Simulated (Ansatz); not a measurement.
Worked example: the barrier

An elementary step of Si4H13ClO, singlet (Si₄H₁₀ ([SiH3][SiH]([SiH3])[SiH3]) + HCl + H₂O → Si₃H₇Cl ([SiH3][SiH]([SiH3])[Cl]) + SiH₄ + H₂O; bonds formed: Si1–Cl7, Si2–H8, H6–O9; bonds broken: Si1–Si2, H6–Cl7, H8–O9). “Start” is the structure reached by relaxing down from the saddle towards the reactants; PBE0-D4/def2-TZVP structures. The saddle:

```
19
angstrom
Si -0.6757 -0.0384 -0.3644
Si 1.3882 0.8397 -1.4058
Si -1.8758 0.7051 1.5012
Si -0.6984 -2.2291 -1.1574
H -1.2285 0.8738 -1.4452
H 1.3419 0.2547 1.7858
Cl 0.9437 -1.5292 1.4377
H 0.7935 0.8882 0.2991
O 1.3346 1.2519 1.5440
H 1.0595 0.1214 -2.6592
H 1.3180 2.3091 -1.5981
H 2.7239 0.4308 -0.9117
H -3.2467 0.1548 1.3147
H -1.3147 0.2655 2.7948
H -1.9502 2.1885 1.4306
H -1.5537 -2.2608 -2.3821
H -1.2854 -3.1242 -0.1353
H 0.6728 -2.6412 -1.5392
H 2.2532 1.5395 1.4904
```

Ansatz 0.2.0; basis: def2-TZVPP and def2-QZVPP; cores frozen in the correlated methods.

Energies in eV:

| quantity | saddle | start |
| --- | --- | --- |
| Hartree–Fock, triple zeta (X = 3) | -46195.14493 | -46197.92982 |
| Hartree–Fock, quadruple zeta (X = 4) | -46196.56767 | -46199.34064 |
| MP2 correlation, X = 3 | -27.96478 | -27.08825 |
| MP2 correlation, X = 4 | -30.19297 | -29.25377 |
| CCSD(T) correlation, X = 3 | -31.91221 | -31.17771 |

**Question.** Work out the barrier at the basis limit: extrapolate Hartree–Fock as E(X) = E∞ + A exp(−7.88 √X) and the MP2 correlation as E(X) = E∞ + B X^−2.97 (the exponents that Neese and Valeev fitted for def2-TZVPP and QZVPP), then add CCSD(T) − MP2 in triple zeta.

**Answer.** Each step is linear, so take the differences first (saddle − start): Hartree–Fock 2.78489 (X = 3) and 2.77297 (X = 4); MP2 correlation -0.87653 and -0.93920; CCSD(T) correlation -0.73450.
Two points give E∞ = E(4) + w [E(4) − E(3)], with w = 1/(exp(7.88 (2 − √3)) − 1) = 0.1377 for Hartree–Fock and w = 1/((4/3)^2.97 − 1) = 0.7407 for the correlation.
Hartree–Fock: 2.77297 + 0.1377 × (-0.01192) = 2.7713 eV.
MP2 correlation: -0.93920 + 0.7407 × (-0.06267) = -0.9856 eV.
CCSD(T) − MP2: -0.73450 − (-0.87653) = 0.1420 eV.
Sum: 2.7713 + (-0.9856) + 0.1420 = 1.9277 eV, or 44.45 kcal/mol. Plain CCSD(T) in triple zeta gives 2.0504 eV, so the larger basis shifts the result by -0.1227 eV.

T1 diagnostic: at most 0.014.

Labels in which every atom is bracketed show which atoms are joined, not bond orders.

For scale, one of the runs: CCSD(T)/def2-TZVPP, 423 basis functions, launched by `ansatz run in.yaml --threads 4 --pin off --events-out ev --progress --plain --max-ram 46080MiB --backend cuda --devices 0, --max-vram 37GiB`. Hardware: 4 CPU threads of an AMD EPYC 7R13 and a share of one NVIDIA H100, shared host. Wall time 33 s; peak host memory 1.1 GiB.
